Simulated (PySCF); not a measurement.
Compound: C3H4ClFOS.
Atom-mapped SMILES: `[CH3:1][S@:2](=[O:3])/[C:4]([F:5])=[CH:6]\[Cl:7]` (hydrogens: H8, H9, H10 on C1; H11 on C6)

The calculation used TDDFT CAM-B3LYP/def2-SVPD, vertical, gas phase, core orbitals frozen in the response (PySCF). The structure is a single GFN2-xTB conformer in the gas phase; no vibrational or solvent corrections. Torsions of this conformer, `[CH3:1][S@:2](=[O:3])/[C:4]([F:5])=[CH:6]\[Cl:7]`: C1–S2–C4–F5 59°.

Kohn–Sham orbitals with the atoms that hold most of them (Löwdin shares over 4%, at most four atoms; ? is withheld):

```
orbital  ε (eV)                            atoms
 HOMO-3  -11.15           Cl7 76%, C6 10%, O3 5%
 HOMO-2   -9.89    O3 57%, S2 13%, C4 10%, C1 9%
 HOMO-1   -9.35  Cl7 30%, C4 23%, C6 22%, F5 11%
   HOMO       ?                                ?
   LUMO   -0.07                                ?
 LUMO+1    0.75    S2 41%, C1 12%, C4 12%, F5 7%
 LUMO+2    0.97   Cl7 51%, S2 18%, C6 14%, F5 5%
```

Problem. Give the leading atoms of the HOMO.

Solution. O3 (bonded to S) 46%; S2 (bonded to 2 C and O) 27%; C1 (bonded to S and 3 H) 8%; C4 (bonded to C, F and S) 6%. By element: oxygen 46%, sulfur 27%, carbon 14% or more.

Problem. Give the leading atoms of the LUMO.

Solution. C6 (bonded to C, Cl and H) 31%; C4 (bonded to C, F and S) 26%; S2 (bonded to 2 C and O) 14%; Cl7 (bonded to C) 8%. By element: carbon 57% or more, sulfur 14%, chlorine 8%.

Problem. What is the HOMO energy, and the HOMO–LUMO gap?

Solution. ε(HOMO) = -8.67 eV; the gap is 8.60 eV (0.3161 hartree).

Problem. The HOMO–LUMO gap is 8.60 eV. Where does the response calculation put the lowest singlet, and from which orbitals?

Solution. S1 is at 5.12 eV (f = 0.012), 3.48 eV below the gap, made of HOMO→LUMO (92%). Without the coupling terms of the response equations the lowest excitation would equal the gap.

Problem. One configuration dominates each of S1, S2, S3 and S4. Which, and how do the shares of the two leading atoms of either orbital change from the occupied to the empty one?

Solution. 
- S1 (5.12 eV, f 0.012), HOMO→LUMO (92%): O3 46% → at most 9%, S2 27% → 14%, C6 at most 7% → 31%, C4 6% → 26%
- S2 (5.88 eV, f 0.089), HOMO→LUMO+1 (72%): O3 46% → at most 7%, S2 27% → 41%, C1 8% → 12%
- S3 (6.26 eV, f 0.0044), HOMO-2→LUMO (89%): O3 57% → at most 9%, S2 13% → 14%, C6 at most 10% → 31%, C4 10% → 26%
- S4 (6.29 eV, f 0.210), HOMO-1→LUMO (90%): Cl7 30% → 8%, C4 23% → 26%, C6 22% → 31%
